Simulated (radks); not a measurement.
Results of a calculation; reference values are marked as such.
Initial-state core-level shifts of the rhodium ion Rh3+ when its valence configuration changes from [Kr] 4d6. Level of theory: Dirac Kohn-Sham, PBE, spin-unpolarised, spherical densities, point nucleus; open shells are shared between the two j in proportion to 2j + 1 (a radial shooting solver on a logarithmic mesh with Libxc functionals). Shifts are changes of the shell-averaged eigenvalues in eV (positive: less bound).

| valence | 1s | 2s | 3p | 4p |
|---|---|---|---|---|
| 4d4 5p2 | -14.068 | -14.884 | -14.383 | -11.971 |
| 4d5 5p1 | -6.892 | -7.270 | -7.055 | -5.968 |
| 4d4 5s0.5 5p1.5 | -13.492 | -14.315 | -13.806 | -11.421 |
| 4d5.5 5s0.5 | -2.802 | -2.994 | -2.886 | -2.388 |
| 4d5 5s1 | -5.696 | -6.091 | -5.860 | -4.812 |
| 4d4 5s2 | -11.737 | -12.578 | -12.048 | -9.743 |
| 4d3 5s1 5p2 | -20.377 | -21.697 | -20.822 | -16.910 |
| 4d3 5s2 5p1 | -19.245 | -20.571 | -19.683 | -15.839 |
| 4d5.5 5p0.5 | -3.407 | -3.589 | -3.489 | -2.976 |
